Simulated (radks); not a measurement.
Valence configurations of Cl II (all share [Ne]). Calculated with a radial shooting solver on a logarithmic mesh with Libxc functionals: Dirac Kohn-Sham, LDA (Slater exchange, Perdew-Wang correlation), spin-unpolarised, spherical densities, finite nucleus; open shells are shared between the two j in proportion to 2j + 1; Fermi nuclear charge, rms radius 3.3654 fm. Energies are relative to 3s2 3p4; eigenvalues in eV.

valence      E (eV)  e(3p1/2)  e(3p3/2)  e(3s1/2)
3s2 3p4       0.000   -19.606   -19.460   -32.060
3s1.5 3p4.5   6.287   -19.885   -19.737   -32.382
3s1 3p5      12.596   -20.157   -20.008   -32.696
3s0.5 3p5.5  18.926   -20.423   -20.272   -33.003
3p6          25.276   -20.682   -20.530         -

NIST lists [Ne] 3s2 3p4 as the ground configuration; this level of theory agrees among the configurations tried. The energies are those of spherical spin-averaged densities, not of single terms.
